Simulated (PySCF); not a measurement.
ZnF, SMILES [F][Zn+], charge +1. Geometry: B3LYP-D3(BJ)/def2-TZVPD. The multiplicity is an assumed one; other spin states were not compared.

Level of theory: B3LYP-D3(BJ)/def2-TZVPD in PySCF 2.14.0.

Harmonic wavenumbers (cm⁻¹): 699. Rotational constants (GHz): 11.56 (linear); symmetry number 1.

Question: Work out the zero-point energy and the ideal-gas rigid-rotor harmonic-oscillator thermochemistry at 298.15 K and 1 atm.

Answer: ZPE = ½ Σ hcν = ½ × 699 cm⁻¹ = 4.18 kJ/mol. H − E(el) = 13.16 kJ/mol. Entropy in J/(mol K): translation 164.06, rotation 60.59, vibration 1.28, total 225.93. G − E(el) = -54.21 kJ/mol. Cp = 32.58 J/(mol K).
